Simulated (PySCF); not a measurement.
# As²⁺ (arsenic, charge +2) across methods

[Ar] 3d10 4s1 4p2, high-spin 4P determinant (an excited configuration). Computed with PySCF 2.14 in x2c-QZVPPall with one added diffuse shell each of s, p, d, f type (12s9p6d5f1g, 113 functions), with the spin-free X2C one-electron Hamiltonian (Gaussian nucleus).

```json
{"method": "LDA", "E (hartree)": "-2255.979", "mean ε 3d β (eV)": "-63.286", "mean ε 4s α (eV)": "-35.715", "mean ε 4p α (eV)": "-24.604", "Σ⟨r²⟩ (bohr²)": "23.20", "⟨S²⟩": "3.751"}
{"method": "r2SCAN", "E (hartree)": "-2259.419", "mean ε 3d β (eV)": "-63.791", "mean ε 4s α (eV)": "-36.291", "mean ε 4p α (eV)": "-25.028", "Σ⟨r²⟩ (bohr²)": "23.09", "⟨S²⟩": "3.752"}
{"method": "PBE", "E (hartree)": "-2259.118", "mean ε 3d β (eV)": "-62.936", "mean ε 4s α (eV)": "-35.526", "mean ε 4p α (eV)": "-24.553", "Σ⟨r²⟩ (bohr²)": "23.22", "⟨S²⟩": "3.751"}
{"method": "CAM-B3LYP", "E (hartree)": "-2259.564", "mean ε 3d β (eV)": "-68.495", "mean ε 4s α (eV)": "-39.035", "mean ε 4p α (eV)": "-27.222", "Σ⟨r²⟩ (bohr²)": "23.21", "⟨S²⟩": "3.751"}
{"method": "PW91", "E (hartree)": "-2259.610", "mean ε 3d β (eV)": "-63.054", "mean ε 4s α (eV)": "-35.626", "mean ε 4p α (eV)": "-24.619", "Σ⟨r²⟩ (bohr²)": "23.20", "⟨S²⟩": "3.751"}
{"method": "UHF", "E (hartree)": "-2257.84227", "mean ε 3d β (eV)": "-78.968", "mean ε 4s α (eV)": "-42.583", "mean ε 4p α (eV)": "-29.555", "Σ⟨r²⟩ (bohr²)": "23.33", "⟨S²⟩": "3.751"}
{"method": "PBE0", "E (hartree)": "-2259.165", "mean ε 3d β (eV)": "-67.240", "mean ε 4s α (eV)": "-37.465", "mean ε 4p α (eV)": "-25.943", "Σ⟨r²⟩ (bohr²)": "23.18", "⟨S²⟩": "3.751"}
{"method": "r2SCANh", "E (hartree)": "-2259.409", "mean ε 3d β (eV)": "-65.423", "mean ε 4s α (eV)": "-36.980", "mean ε 4p α (eV)": "-25.524", "Σ⟨r²⟩ (bohr²)": "23.09", "⟨S²⟩": "3.751"}
```
